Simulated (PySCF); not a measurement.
# Two-component Hartree-Fock for Nb⁻ (niobium, charge -1)

Start: [Kr] 4d4 5s2; 4d3/2 filled at m_j = -3/2, -1/2, +1/2, +3/2. Calculated with PySCF 2.14 in x2c-SVPall-2c with one added diffuse shell each of s, p, d type (7s9p7d1f, 76 functions): generalised Hartree-Fock with the X2C-1e Hamiltonian and a Gaussian nucleus; one run each with spin-orbit coupling (SO) switched off, then screened by Boettger's factors.

| spinor shell | electrons | ε, spin-free (eV) | ε, screened SO (eV) | weight of nominal j (screened SO) | rms radius, screened SO (bohr) |
| --- | --- | --- | --- | --- | --- |
| 1s1/2 | 2 | -19079.8 | -19078.9 | 1.000 | 0.0415 |
| 2s1/2 | 2 | -2737.6 | -2737.3 | 1.000 | 0.171 |
| 2p1/2 | 2 | -2438.4 | -2504.6 | 1.000 | 0.149 |
| 2p3/2 | 4 | -2438.4 | -2407.1 | 1.000 | 0.154 |
| 3s1/2 | 2 | -484.75 | -484.66 | 1.000 | 0.471 |
| 3p1/2 | 2 | -383.94 | -395.09 | 1.000 | 0.471 |
| 3p3/2 | 4 | -383.94 | -378.61 | 1.000 | 0.482 |
| 3d3/2 | 4 | -219.04 | -220.92 | 0.979 | 0.472 |
| 3d5/2 | 6 | -219.04 | -217.68 | 0.986 | 0.475 |
| 4s1/2 | 2 | -68.412 | -68.378 | 1.000 | 1.24 |
| 4p1/2 | 2 | -39.163 | -43.229 | 0.672 | 1.42 |
| 4p3/2 | 4 | -39.163 | -37.133 | 0.836 | 1.40 |
| 4d3/2 | 4 | -4.094 | -4.097 | 0.522 | 2.38 |
| 5s1/2 | 2 | -1.158 | -1.153 | 0.997 | 7.01 |

```
   quantity    spin-free  screened SO
E (hartree)  -3816.69166  -3817.08321
        M_J            0            0
       ⟨J²⟩        4.533        4.392
       ⟨L²⟩        6.016        6.016
       ⟨S²⟩        6.517        6.513
```

At GHF the highest occupied level has a positive energy, so only the finite basis holds that electron. The determinant has a definite M_J but mixes levels of different J.

Each row is a mean over spinors that exchange with the open shell spreads, by up to 4.344 eV (4p3/2).

Rows whose weight is well below 1 are mixtures of j = l ± 1/2: exchange outweighs spin-orbit coupling there, and the label is only the starting occupation.

Breit and QED terms are absent; they matter most for the inner s and p1/2 levels.

Densities and radii are taken from the X2C orbitals without a picture-change correction, which distorts them close to the nucleus.

Without spin-orbit coupling the j labels of p, d and f shells carry no meaning; the spin-free column gives the mean over the occupied spinors of each nl shell, and its ⟨J²⟩ belongs to a mixture of degenerate components.
